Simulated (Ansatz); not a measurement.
Geometry optimisation, RKS B3LYP-D4/6-31G (Ansatz 0.2.0).

input.yaml

```yaml
crystal:
  periodic: [false, false, false]
  atoms:
    - { symbol: Si, position_ang: [0.0, 0.0, 0.0] }
    - { symbol: "N", position_ang: [0.0, 0.0, 1.82] }
    - { symbol: H, position_ang: [-0.877, -0.2713, 2.35] }
    - { symbol: H, position_ang: [0.877, 0.2713, 2.35] }
    - { symbol: Cl, position_ang: [2.0086, 0.0, -0.7093] }
    - { symbol: Cl, position_ang: [-1.0032, 1.7381, -0.7093] }
    - { symbol: Cl, position_ang: [-1.0032, -1.7381, -0.7093] }
basis:
  gaussian: { orbitals: "6-31G" }
hamiltonian:
  xc: b3lyp
  dispersion: d4
relax:
  f_tol: 0.02
  max_steps: 40
```

Run as:

```bash
$ ansatz run input.yaml --threads 1 --pin off --max-ram 2048MiB --backend cpu --events-out ev --progress --plain --runs-dir out
```

Where does it end, and by what steps?

The forces met the threshold. Limits of this set-up: no polarisation functions. After 4 steps the energy has fallen by 0.283 eV; H3 moved furthest, 0.10 Å.

| step | energy less start (eV) | largest force component (eV/Å) | accepted |
| --- | --- | --- | --- |
| 0 | 0.0000 | 2.810 | yes |
| 1 | -0.2291 | 1.227 | yes |
| 2 | -0.2784 | 0.288 | yes |
| 3 | -0.2822 | 0.087 | yes |
| 4 | -0.2827 | 0.018 | yes |

```xyz
7
Properties=species:S:1:pos:R:3
Si -0.015 0.011 0.063
N 0.021 -0.027 1.787
H -0.781 -0.301 2.336
H 0.835 0.257 2.312
Cl 2.034 0.040 -0.625
Cl -1.016 1.741 -0.794
Cl -1.076 -1.721 -0.686
```

Time of the run: 18 s on 1 thread of Intel(R) Xeon(R) Platinum 8375C CPU @ 2.90GHz (Ice Lake), on a shared host, peak memory 0.18 GiB.
